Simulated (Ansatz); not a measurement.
`[O]=[Ta]([OH])([F])[F]` + `[NH2][Ta]([OH])([OH])=[S]` → `[NH2][Ta](=[O])([OH])[F]` + `[OH][Ta]([OH])([F])=[S]`  (redistribution)

Calculated with Ansatz (gas phase, PBE0-D4/def2-TZVP geometries, no zero-point term in ΔE). CBS: MP2 limit from def2 TZ/QZ plus the TZ coupled-cluster correction, frozen cores. Functionals use def2-TZVPP. Elements past krypton have def2 core potentials. For Ta outer-core shells are correlated without core-valence functions, which leaves a few kJ/mol of doubt a bond. Each species was taken in one conformer, which may not be the lowest.

`[O]=[Ta]([OH])([F])[F]`:

```xyz
6

O     0.409   -1.122   -1.337
Ta    0.022    0.240   -0.375
O    -0.176   -0.341    1.410
F     1.434    1.470   -0.500
F    -1.592    0.964   -1.001
H    -0.096   -1.211    1.803
```

`[NH2][Ta]([OH])([OH])=[S]`:

```xyz
9

N    -0.607   -1.527    0.083
Ta   -0.008    0.343   -0.069
O     1.523    0.424   -1.192
O     0.527    0.975    1.640
S    -1.677    1.468   -0.875
H    -0.030   -2.278    0.432
H    -1.521   -1.868   -0.171
H     1.645    0.817   -2.056
H     0.147    1.646    2.207
```

`[NH2][Ta](=[O])([OH])[F]`:

Cartesian coordinates in Å:
```
N 0.873 -0.065 -1.201
Ta -0.396 -0.354 0.279
O 0.419 -1.419 1.352
O -0.799 1.299 1.135
F -1.998 -1.145 -0.342
H 1.769 -0.520 -1.281
H 0.740 0.590 -1.959
H -0.608 1.615 2.018
```

`[OH][Ta]([OH])([F])=[S]`:

Z-matrix (Å, degrees):
```
Ta
O 1 1.884
F 1 1.873 2 109.6
O 1 1.884 2 108.4 3 119.6
S 1 2.162 2 109.6 3 -120.8
H 2 0.958 1 131.6 3 118.1
H 4 0.958 1 131.6 2 122.3
```

```
                    species  ωB97M-V energy (Eh)
   `[O]=[Ta]([OH])([F])[F]`           -408.03185
`[NH2][Ta]([OH])([OH])=[S]`           -662.98450
 `[NH2][Ta](=[O])([OH])[F]`           -364.09195
  `[OH][Ta]([OH])([F])=[S]`           -706.92691
```

Task: Work out ΔE.

Result: ΔE = (-364.09195) + (-706.92691) − (-408.03185) − (-662.98450) = -0.00251 Eh = -6.6 kJ/mol. CCSD(T)/CBS gives -5.8 kJ/mol.

Task: What do rigid-rotor, harmonic-oscillator terms from PBE0-D4/def2-TZVP frequencies (298.15 K, 1 bar) make of the CCSD(T)/CBS value? (An estimate is asked.)

Result: The calculation gave: ΔZPE = +1.3 kJ/mol, ΔH = -5.1 kJ/mol, ΔS = -4 J/(mol·K), ΔG = -3.8 kJ/mol.

Largest T1 diagnostic among the species: 0.020, so the coupled-cluster value is less sure than usual.

Leaving LDA and LC-ωPBE aside and taking each functional with its dispersion term where it has one, the values, not all of them listed here, spread over 2.4 kJ/mol, from BLYP-D4 to PBE-QIDH.
